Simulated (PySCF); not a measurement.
## Spin states and ions at one geometry of [PbF5]−

PySCF 2.14.0, RKS BP86, Pb def2-SVP with ECP60, F def2-SVP; non-relativistic Hamiltonian with scalar-relativistic core potentials where named; density fitting; no spin-orbit coupling; singlets restricted, open shells unrestricted. The geometry is relaxed for charge -1, singlet, vacuum:

```xyz
6

Pb   -0.0233    0.0001    0.0000
F    -0.1620    0.0004    2.0838
F    -0.1620    0.0004   -2.0838
F     2.0543   -0.0024    0.0000
F    -0.8522    1.9128    0.0000
F    -0.8549   -1.9114    0.0000
```

Energies count from the relaxed state; an electron taken off or put on is at rest in vacuum. Charges and spins are Mulliken's.

```json
{"state": "charge -1, singlet, vacuum", "energy (eV)": "0.00", "spin squared": "0.00", "charge on Pb1 (e)": "1.08", "spin on Pb1 (e)": "0.00", "dipole about the centre of mass (D)": "0.30"}
{"state": "charge 0, doublet, vacuum", "energy (eV)": "6.47", "spin squared": "0.75", "charge on Pb1 (e)": "1.25", "spin on Pb1 (e)": "-0.04", "dipole about the centre of mass (D)": "1.22"}
```

Q: What does the state charge -1, triplet, vacuum give?

A: energy (eV) 3.23, spin squared 2.00, charge on Pb1 (e) 0.85, spin on Pb1 (e) 0.44, dipole about the centre of mass (D) 0.50.

With an electron taken off (doublet) the charges change, summed by element, by Pb +0.16 e, F +0.84 e. The vertical ionisation energy is 6.47 eV, against −ε(HOMO) = 3.08 eV of the relaxed state. The level lies 3.4 eV too high, as is usual for semilocal functionals and global hybrids, which keep a self-interaction error.

Open shells may have lower solutions than those found. Hard to converge, so the more doubtful: charge -1, triplet, vacuum; charge 0, doublet, vacuum.
